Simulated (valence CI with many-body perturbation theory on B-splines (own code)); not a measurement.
## Forbidden lines of Au XXIX

Computed by relativistic CI+MBPT: five valence electrons over a frozen Dirac-Fock core [Kr] 4d10, a basis of 7 s, 7 p, 7 d, 7 f, 4 g, 2 h functions for each j, with the one-electron correlation potential Σ1, the two-electron term Σ2, the three-electron term Σ3, Breit, model QED; selected CI, second order for the rest, scaled by the run's own slope (own B-spline code, finite nucleus).

No measured spectrum was set against this ion. As an estimate, large intervals hold to a few tenths of a per cent, small ones and those within an open d or f shell to about a per cent. Among the levels kept, up to 980 cm⁻¹ of a level comes from second order outside the variational space, and about a tenth of that is noise between levels of different J, which matters for small intervals. Only levels of the ground parity were solved; by the run's estimate the other parity begins above the list, which can be wrong where configurations are misplaced.

Lines 1 to 50 of 119 in falling wavelength, among levels below 364860 cm⁻¹, chosen from the decays that carry over 1 % of a level's rate. Wavelengths and rates use the calculated energies. S is in atomic units (e²a₀⁴ for E2 and M2, e²a₀⁶ for E3), for M1 in squared Bohr magnetons. Weak lines are less certain than strong ones. Lines between different terms over intervals too small for the method are left out, as are lines whose strength nearly cancels. Where a level lies close to another of its J and parity, the split of strength between their lines is uncertain.

Names give the largest LS component (configuration and term), which can be under half, so a name can repeat, a term be missing and a line seem to break the LS rules; names also repeat where a configuration has a term twice. Letters in brackets count levels of one name in rising energy.

```
λ vac (nm)             Upper             Lower  Type   A (s⁻¹)  S (a.u.)
      3430       4f5 6F°_1/2       4f5 6F°_3/2    M1  2.74e+00  8.21e+00
      1907      4f5 4M°_21/2  4f5 4M°_19/2 [a]    M1  2.36e+00  1.33e+01
      1270      4f5 6H°_13/2      4f5 6H°_11/2    M1  2.68e+01  2.85e+01
      1202  4f5 2M°_17/2 [a]  4f5 4M°_19/2 [a]    M1  6.28e-01  7.28e-01
      1001  4f5 2M°_17/2 [a]      4f5 4L°_15/2    M1  1.62e+01  1.08e+01
     885.6      4f5 6H°_11/2       4f5 6H°_9/2    M1  1.11e+02  3.44e+01
     863.8      4f5 6F°_11/2       4f5 6F°_9/2    M1  3.83e+01  1.10e+01
     771.7   4f5 6F°_5/2 [a]       4f5 6H°_7/2    M1  1.21e+01  1.24e+00
     764.2  4f5 4M°_19/2 [a]      4f5 4M°_17/2    M1  6.18e+01  2.05e+01
     760.3       4f5 6P°_3/2   4f5 4P°_5/2 [a]    M1  5.11e+01  3.33e+00
     759.2   4f5 4G°_9/2 [a]   4f5 4G°_7/2 [a]    M1  6.24e+01  1.01e+01
     740.3       4f5 6F°_9/2       4f5 6F°_7/2    M1  1.10e+02  1.65e+01
     703.4       4f5 6F°_7/2       4f5 6H°_9/2    M1  1.09e+01  1.13e+00
     682.3   4f5 4P°_5/2 [a]   4f5 6F°_5/2 [b]    M1  4.83e+01  3.41e+00
     646.4       4f5 6H°_9/2       4f5 6H°_7/2    M1  3.09e+02  3.09e+01
     630.0   4f5 4I°_9/2 [a]       4f5 6F°_9/2    M1  2.13e+01  1.97e+00
     608.5       4f5 6F°_9/2      4f5 6H°_11/2    M1  6.72e+00  5.61e-01
     603.9      4f5 4M°_17/2      4f5 4M°_15/2    M1  7.81e+01  1.15e+01
     597.7       4f5 6F°_7/2   4f5 6F°_5/2 [a]    M1  2.37e+02  1.50e+01
     541.6   4f5 6F°_5/2 [b]       4f5 6F°_7/2    M1  8.22e+01  2.91e+00
     535.4       4f5 6P°_3/2   4f5 4F°_3/2 [a]    M1  1.29e+01  2.93e-01
     529.8      4f5 4M°_15/2  4f5 4I°_15/2 [a]    M1  3.37e+02  2.97e+01
     523.3      4f5 4M°_15/2      4f5 6H°_13/2    M1  8.91e+01  7.58e+00
     503.1       4f5 6H°_7/2       4f5 6H°_5/2    M1  4.99e+02  1.88e+01
     496.9   4f5 4G°_7/2 [a]   4f5 6F°_5/2 [b]    M1  2.65e+02  9.64e+00
     496.6      4f5 6F°_11/2      4f5 6H°_13/2    M1  5.49e+00  2.99e-01
     478.6  4f5 2K°_15/2 [a]      4f5 4M°_17/2    M1  6.73e+01  4.37e+00
     467.3  4f5 2M°_17/2 [a]      4f5 4M°_17/2    M1  8.87e+00  6.04e-01
     462.7      4f5 4L°_15/2  4f5 4L°_13/2 [a]    M1  2.79e+02  1.64e+01
     446.9   4f5 4G°_9/2 [a]   4f5 4I°_9/2 [a]    M1  4.95e+01  1.64e+00
     411.6   4f5 4F°_5/2 [a]   4f5 4P°_5/2 [a]    M1  6.14e+01  9.53e-01
     398.7   4f5 4G°_7/2 [a]       4f5 6F°_9/2    M1  8.09e+01  1.52e+00
     396.3  4f5 4L°_13/2 [a]  4f5 4I°_15/2 [a]    M1  1.08e+01  3.48e-01
     392.6  4f5 4L°_13/2 [a]      4f5 6H°_13/2    M1  3.84e+02  1.21e+01
     385.3  4f5 4H°_11/2 [a]  4f5 4K°_11/2 [a]    M1  1.31e+02  3.34e+00
     374.9   4f5 4G°_9/2 [a]      4f5 6F°_11/2    M1  3.61e+01  7.06e-01
     373.8  4f5 4H°_11/2 [a]  4f5 4L°_13/2 [a]    M1  1.26e+01  2.93e-01
     370.1   4f5 4I°_9/2 [b]   4f5 4I°_9/2 [a]    M1  1.59e+02  2.98e+00
     360.7       4f5 6F°_9/2       4f5 6H°_9/2    M1  1.58e+01  2.75e-01
     359.6       4f5 6P°_3/2   4f5 6F°_5/2 [b]    M1  6.63e+01  4.57e-01
     358.1  4f5 4K°_13/2 [a]  4f5 4K°_11/2 [a]    M1  4.23e+02  1.01e+01
     357.5      4f5 4L°_15/2      4f5 4M°_15/2    M1  1.55e+02  4.19e+00
     357.0      4f5 6F°_11/2      4f5 6H°_11/2    M1  8.55e+00  1.73e-01
     348.1  4f5 4K°_13/2 [a]  4f5 4L°_13/2 [a]    M1  1.71e+02  3.74e+00
     340.4   4f5 4I°_9/2 [a]       4f5 6F°_7/2    M1  3.15e+01  4.60e-01
     336.8       4f5 6F°_7/2       4f5 6H°_7/2    M1  1.28e+02  1.45e+00
     335.3   4f5 4F°_5/2 [a]   4f5 4F°_3/2 [a]    M1  7.04e+02  5.91e+00
     321.6  4f5 2K°_15/2 [a]  4f5 4L°_13/2 [a]    M1  5.41e+01  1.07e+00
     319.3   4f5 4I°_9/2 [b]      4f5 6F°_11/2    M1  8.31e+01  1.00e+00
     316.4   4f5 4D°_7/2 [a]   4f5 4P°_5/2 [a]    M1  3.08e+02  2.90e+00
```
